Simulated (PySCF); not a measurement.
(E)-3-chloropent-3-en-1-yne (C₅H₅Cl), SMILES C#C/C(Cl)=C\C.

Geometry: B3LYP-D3(BJ)/def2-SVP.

The numbers are results of TDA-B3LYP/def2-SVPD (PySCF), not measurements.

Vertical excitations. Gas-phase values at a fixed geometry. State labels are in the subgroup Cs.

| state | symmetry | energy (eV) | λ (nm) | f | main pairs |
|---|---|---|---|---|---|
| S1 | A" | 5.05 | 245 | 0.000 | HOMO→LUMO+1 97 % |
| S2 | A" | 5.36 | 231 | 0.000 | HOMO−1→LUMO 97 % |
| S3 | A' | 5.53 | 224 | 0.292 | HOMO→LUMO 75 %, HOMO−1→LUMO+1 14 % |
| S4 | A' | 6.13 | 202 | 0.072 | HOMO−2→LUMO 73 %, HOMO−1→LUMO+1 16 % |
| S5 | A" | 6.38 | 194 | 0.000 | HOMO−3→LUMO 94 % |
| S6 | A" | 6.43 | 193 | 0.008 | HOMO→LUMO+2 89 % |
| S7 | A" | 6.62 | 187 | 0.003 | HOMO−2→LUMO+1 73 % |
| S8 | A" | 7.04 | 176 | 0.011 | HOMO→LUMO+3 92 % |
| S9 | A' | 7.05 | 176 | 0.113 | HOMO−3→LUMO+1 52 %, HOMO−1→LUMO+1 33 % |
| S10 | A" | 7.15 | 173 | 0.000 | HOMO→LUMO+4 85 % |
| T1 | A' | 3.23 | 384 | 0 | HOMO→LUMO 96 % |
| T2 | A" | 4.72 | 263 | 0 | HOMO→LUMO+1 85 % |
| T3 | A" | 5.12 | 242 | 0 | HOMO−1→LUMO 80 % |
| T4 | A' | 5.13 | 242 | 0 | HOMO−1→LUMO+1 50 %, HOMO−2→LUMO 29 % |
Triplets are in the Tamm–Dancoff approximation.
